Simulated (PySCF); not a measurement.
CH₃Cl₂NSi₂, SMILES Cl[Si]1(Cl)N=C[SiH2]1.

Geometry optimised at PBE-D3(BJ)/def2-SVP. This is a generated structure with no PubChem entry under its InChIKey; it may be hypothetical.

Computed with PBE-D3(BJ)/def2-SVP (PySCF).

Frequencies are harmonic and unscaled.

### Question
Give all harmonic wavenumbers and intensities. (The exact figures need the calculation; the answer reports its results.)

### Answer

```
mode  ν (cm⁻¹)  IR (km/mol)    moving atoms (share of kinetic energy)
----  --------  -----------  ----------------------------------------
1           78          0.1          Cl 42 %, C 23 %, Si 22 %, H 12 %
2          110          0.0   Cl 27 %, H 26 %, Si 23 %, C 16 %, N 9 %
3          154          3.8                          Cl 71 %, Si 21 %
4          191          2.7                  Si 49 %, Cl 26 %, N 18 %
5          259         15.2                   N 49 %, H 35 %, Cl 11 %
6          335          1.9           Cl 57 %, Si 21 %, N 11 %, C 8 %
7          440         10.1          H 56 %, Cl 15 %, Si 13 %, N 12 %
8          444          6.0            Si 65 %, N 14 %, C 13 %, H 8 %
9          523        111.1  Si 34 %, H 25 %, C 15 %, Cl 15 %, N 10 %
10         560          1.8                                    H 90 %
11         602        125.0                          Si 66 %, Cl 26 %
12         626         61.5                   Si 40 %, H 34 %, C 17 %
13         724         23.0           N 42 %, Si 22 %, H 19 %, C 15 %
14         732        133.6           H 32 %, Si 31 %, C 19 %, N 17 %
15         864         38.4                            H 71 %, C 27 %
16         894         68.5                                    H 91 %
17        1238         13.3                            H 81 %, C 12 %
18        1529         34.9                            C 52 %, N 46 %
19        2137         87.5                                    H 98 %
20        2159         72.1                                    H 96 %
21        2954         41.1                             H 92 %, C 8 %
```
